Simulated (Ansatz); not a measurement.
Compare A (`NBOCF`) with its isomer B (`NC(O)BF`).

Isolated molecules relaxed with PBE0-D4/def2-TZVP in Ansatz; ΔE leaves out vibrations. CCSD(T)/CBS is the MP2 limit (def2-TZVPP, def2-QZVPP) plus CCSD(T) − MP2 in def2-TZVPP, frozen cores. DFT in def2-TZVPP. B3LYP here is the variant with VWN-RPA as its local correlation; programs differ in this. Each species was taken in one conformer, which may not be the lowest.

**Question.** Which is lower in electronic energy at CCSD(T)/CBS, and by how much? (An estimate is asked.)

**Answer.** The calculation gave: A, by 120.6 kJ/mol.

**Question.** Give E(B) − E(A) in kJ/mol with B3LYP, CCSD/def2-TZVPP, B2PLYP, r2SCAN-D4, PBE0-D4, B3LYP-D4, HF/def2-TZVPP. (An estimate is asked.)

**Answer.** Computed: B3LYP 129.7, CCSD/def2-TZVPP 123.8, B2PLYP 127.4, r2SCAN-D4 125.1, PBE0-D4 122.3, B3LYP-D4 127.4, HF/def2-TZVPP 139.5. None reverses the order clearly.

Largest T1 diagnostic: 0.013.

In def2-TZVPP, CCSD(T) changes the Hartree–Fock value by −17.4 kJ/mol (the triples alone add −1.8 kJ/mol) and MP2 by −17.8 kJ/mol. From PBE to PBE0 (25 % exact exchange), in def2-TZVPP and without D4, E(B) − E(A) moves by +4.4 kJ/mol.
